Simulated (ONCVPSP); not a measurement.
## An all-electron radial function and its pseudo partner (gadolinium (Gd))

Columns: radius, all-electron u(r) and pseudo u(r) of the 5s shell (level -59.67 eV) of gadolinium in the configuration [Kr] 4d10 4f7 5s2 5p6 5d1 6s0.5; PBE, scalar-relativistic, ONCV scheme, ONCVPSP 4.0.1.

```json
{"r (bohr)": "0.132", "all-electron": "0.2063", "pseudo": "0.1393"}
{"r (bohr)": "0.265", "all-electron": "0.0637", "pseudo": "0.2793"}
{"r (bohr)": "0.398", "all-electron": "-0.5146", "pseudo": "0.4174"}
{"r (bohr)": "0.530", "all-electron": "-0.4209", "pseudo": "0.5489"}
{"r (bohr)": "0.663", "all-electron": "0.0343", "pseudo": "0.6700"}
{"r (bohr)": "0.795", "all-electron": "0.4900", "pseudo": "0.7718"}
{"r (bohr)": "0.928", "all-electron": "0.8113", "pseudo": "0.8488"}
{"r (bohr)": "1.060", "all-electron": "0.9793", "pseudo": "0.8941"}
{"r (bohr)": "1.193", "all-electron": "1.0282", "pseudo": "0.9056"}
{"r (bohr)": "1.325", "all-electron": "0.9961", "pseudo": "0.8841"}
{"r (bohr)": "1.458", "all-electron": "0.9158", "pseudo": "0.8335"}
{"r (bohr)": "1.590", "all-electron": "0.8131", "pseudo": "0.7615"}
{"r (bohr)": "1.723", "all-electron": "0.7027", "pseudo": "0.6752"}
{"r (bohr)": "1.855", "all-electron": "0.5964", "pseudo": "0.5841"}
{"r (bohr)": "1.988", "all-electron": "0.4981", "pseudo": "0.4939"}
{"r (bohr)": "2.120", "all-electron": "0.4118", "pseudo": "0.4108"}
{"r (bohr)": "2.252", "all-electron": "0.3373", "pseudo": "0.3372"}
{"r (bohr)": "2.385", "all-electron": "0.2738", "pseudo": "0.2738"}
{"r (bohr)": "2.518", "all-electron": "0.2209", "pseudo": "0.2209"}
{"r (bohr)": "2.650", "all-electron": "0.1777", "pseudo": "0.1776"}
{"r (bohr)": "2.782", "all-electron": "0.1422", "pseudo": "0.1422"}
{"r (bohr)": "2.915", "all-electron": "0.1133", "pseudo": "0.1132"}
{"r (bohr)": "3.048", "all-electron": "0.0899", "pseudo": "0.0899"}
{"r (bohr)": "3.180", "all-electron": "0.0713", "pseudo": "0.0713"}
{"r (bohr)": "3.312", "all-electron": "0.0564", "pseudo": "0.0564"}
{"r (bohr)": "3.445", "all-electron": "0.0444", "pseudo": "0.0444"}
```

(1) How many radial nodes do the two functions have?

(2) At about which radius was the pseudo-wave matched?

(3) Where does each function peak?

(4) Is the pseudo-wave norm-conserving?

Results:

(1) The all-electron 5s function has n − l − 1 = 4 (the table is too coarse to show those close to the nucleus); the pseudo-wave has 0, since the states of the same l below it are removed with the core.

(2) 2.40 bohr. The columns agree to 0.0005 from 2.25 bohr on; several derivatives are matched, so the curves merge somewhat inside the radius.

(3) Outermost all-electron maximum near 1.19 bohr, pseudo maximum near 1.19 bohr (to the table’s step).

(4) Yes: the ONCV scheme keeps the norm inside the radius equal to the all-electron one, which fixes the energy derivative of the logarithmic derivative at the level.
